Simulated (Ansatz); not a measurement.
A nudged elastic band was laid between two geometries of C3H9NSi (14 atoms, charge 0, multiplicity 1).

Computed with RKS PBE0-D4/6-31G in Ansatz.

| Property | Result |
| --- | --- |
| movable images | 9 |
| climbing image | yes |
| spring | 5.0 eV/Å² |
| optimiser | lbfgs |
| start path | IDPP |
| force threshold | 0.05 eV/Å |
| iteration limit | 39 |
| end points | relaxed |
| largest step | 0.02 Å |

First end point:

```xyz
14
Properties=species:S:1:pos:R:3
C -1.756 0.639 -0.551
C -0.497 -0.187 -0.505
Si -0.102 -1.535 0.790
N 0.497 0.149 0.542
C 1.801 0.685 0.199
H -1.555 1.626 -0.989
H -2.149 0.797 0.457
H -2.526 0.148 -1.155
H -0.065 -0.401 -1.493
H 0.759 -2.680 0.338
H -0.872 -1.794 2.043
H 2.304 0.142 -0.621
H 1.700 1.733 -0.105
H 2.448 0.651 1.080
```

Last end point:

```xyz
14
Properties=species:S:1:pos:R:3
C -1.653 0.791 -0.656
C -0.410 -0.057 -0.605
Si -0.208 -1.671 0.397
N 0.407 0.009 0.631
C 1.741 0.578 0.626
H -2.311 0.473 -1.473
H -1.396 1.847 -0.817
H -2.206 0.724 0.285
H 0.173 -0.056 -1.538
H 0.717 -2.712 -0.165
H -1.160 -2.182 1.429
H 2.372 0.227 -0.211
H 1.676 1.672 0.562
H 2.244 0.325 1.564
```

(1) Which bonds break or form, and what moves?

(2) Give the energies along the band, and the barrier.

(3) What is the geometry of the highest image?

Answers

(1) No bond is made or broken. The dihedral H8–C1–C2–Si3 goes from -90 to 31°. The two ends are copies of one structure, up to a mirror image or an exchange of like atoms.

(2) The run converged. The highest image is number 5 of 0 to 10, 10.3 kJ/mol above the ends, which have the same energy within 2 meV. Another band between the same ends (9 images) ends at a top of the same energy, where a vibrational analysis finds 1 clearly imaginary mode. Limits of this set-up: no polarisation functions.

| image | path coordinate (Å) | energy (kJ/mol) | dihedral H8–C1–C2–Si3 (°) |
| --- | --- | --- | --- |
| 0 | 0.00 | 0.0 | -90 |
| 1 | 0.35 | 0.9 | -78 |
| 2 | 0.71 | 3.4 | -66 |
| 3 | 1.06 | 6.6 | -54 |
| 4 | 1.42 | 9.3 | -41 |
| 5 | 1.77 | 10.3 | -29 |
| 6 | 2.12 | 9.3 | -17 |
| 7 | 2.48 | 6.7 | -5 |
| 8 | 2.83 | 3.5 | 7 |
| 9 | 3.18 | 1.0 | 19 |
| 10 | 3.54 | 0.0 | 31 |

(3) 
```xyz
14
Properties=species:S:1:pos:R:3
C -1.682 0.773 -0.635
C -0.425 -0.075 -0.591
Si -0.176 -1.671 0.431
N 0.422 0.017 0.627
C 1.750 0.598 0.574
H -1.790 1.273 -1.605
H -1.618 1.539 0.145
H -2.595 0.196 -0.459
H 0.144 -0.087 -1.531
H 0.752 -2.713 -0.128
H -1.111 -2.174 1.482
H 2.358 0.241 -0.276
H 1.673 1.690 0.496
H 2.283 0.364 1.500
```

The run took 6.7 min on 1 thread of Arm Neoverse V1, on a shared host, peak memory 0.16 GiB.
